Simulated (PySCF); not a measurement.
## Field gradients at the hydrogen positions

AsBH7P.
Cartesian coordinates in Å at the PBE0-D3(BJ)/def2-SVP level; atoms count from 1:
```xyz
10
AsBH7P angstrom
P      1.6833    0.7676    0.6058
B      0.4328   -0.6254   -0.0322
As    -1.4272    0.0220    0.5575
H      2.8691    0.0120    0.3654
H      1.8018    1.5276   -0.5985
H      0.3066   -0.8085   -1.2290
H      0.5425   -1.6462    0.6278
H     -2.6336   -0.8157    0.2073
H     -1.9107    1.3654    0.0674
H     -1.6548    0.2062    2.0362
```

Level: PBE0/pcSseg-1 (PySCF, non-relativistic); Q(2H) = 0.00286 b; rigid geometry, the same for H and D, with no vibrational averaging.

Question: Rank these positions by the coupling χzz of a deuteron there, largest first.
A. H4 (P–H hydrogen)
B. H9 (hydrogen on arsenic)
C. H7 (B–H hydrogen)

Answer: C (132 kHz), A (118 kHz), B (104 kHz).

Q: Tabulate Vzz, the asymmetry η and χzz = 234.96 MHz × Q × Vzz for every hydrogen position.

A: 
```
atom  bonded to  bond length (Å)  Vzz (au)     η  χzz (kHz)
  H4         P1            1.426    0.1763  0.10        118
  H5         P1            1.429    0.1735  0.11        117
  H6         B2            1.217    0.2001  0.07        134
  H7         B2            1.220    0.1968  0.07        132
  H8        As3            1.510    0.1542  0.04        104
  H9        As3            1.510    0.1542  0.03        104
 H10        As3            1.507    0.1552  0.04        104
```

Q: Average by the element that carries the hydrogen.

A: on P: 118 kHz over 2 positions, mean bond length 1.428 Å; on B: 133 kHz over 2 positions, mean bond length 1.219 Å; on As: 104 kHz over 3 positions, mean bond length 1.509 Å.

One conformer (not necessarily the lowest) at the PBE0-D3(BJ)/def2-SVP geometry, without solvent, vibrations or thermal averaging. The calculation is non-relativistic, for arsenic too. With so small a basis the couplings can be 20 % off.

The run behind these numbers computed NMR shieldings as well. The run took 9.4 s wall on one thread, Arm Neoverse V1, shared host.
